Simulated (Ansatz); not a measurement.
Species: Cu2, net charge 0, singlet state. SMILES: [Cu][Cu]
Geometry: optimised at B3LYP-D3(BJ)/def2-TZVP (Ansatz, a program for electronic structure).

Quantity: vertical electron affinity (to the doublet state of charge -1; a negative value means that the extra electron is unbound and the number depends on the basis; each state is the SCF solution reached for its spin; the UHF <S^2> is 0.93 for the doublet (pure: 0.75); for the singlet T1 is 0.029), in eV. Cores are frozen in the correlated levels unless marked. Open shells are spin-unrestricted. Spin-orbit coupling is left out. Frozen are the shells of the preceding noble gas and the d and f shells that filled before the atom's block. Non-relativistic. Anions need diffuse functions: def2-D sets add few. 

| level | program | vertical electron affinity (eV) |
|---|---|---|
| SVWN5/def2-TZVPD | Ansatz | 1.05 |
| PBE/def2-TZVPD | Ansatz | 0.90 |
| r2SCAN/def2-TZVPD | Ansatz | 0.97 |
| B3LYP/def2-TZVPD | Ansatz | 0.79 |
| PBE0/def2-TZVPD | Ansatz | 0.69 |
| BHLYP/def2-TZVPD | Ansatz | 0.47 |
| CAM-B3LYP/def2-TZVPD | Ansatz | 0.72 |
| wB97M-V/def2-TZVPD | Ansatz | 0.51 |
| wB97X-V/def2-TZVPD | Ansatz | 0.51 |
| wB97X/def2-TZVPD | Ansatz | 0.56 |
| CCSD/def2-SVPD | Ansatz | 0.30 |
| CCSD/def2-TZVPPD | Ansatz | 0.51 |
| CCSD(T)/def2-SVPD | Ansatz | 0.37 |
| CCSD(T)/def2-TZVPPD | Ansatz | 0.63 |
